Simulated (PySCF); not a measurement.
CH₄Cl₂GeO, SMILES [CH3][Ge]([OH])([Cl])[Cl].

Coordinates come from a B3LYP-D3(BJ)/def2-SVP optimisation. This is a generated structure with no PubChem entry under its InChIKey; it may be hypothetical. One conformer was computed; it need not be the lowest.

Level of theory: PBE/def2-TZVP (PySCF).

Symmetry labels are those of the subgroup Cs that the program uses (full group Cs).

Computed valence orbital energies around the gap with their symmetry:
```
orbital  symmetry  energy (eV)
-------  --------  -----------
HOMO−7         A"        -9.70
HOMO−6         A'        -9.53
HOMO−5         A'        -8.92
HOMO−4         A"        -8.09
HOMO−3         A'        -7.98
HOMO−2         A'        -7.72
HOMO−1         A"        -7.69
HOMO           A"        -7.47
LUMO           A'        -1.74
LUMO+1         A'        -0.29
LUMO+2         A"         0.18
LUMO+3         A'         0.46
```
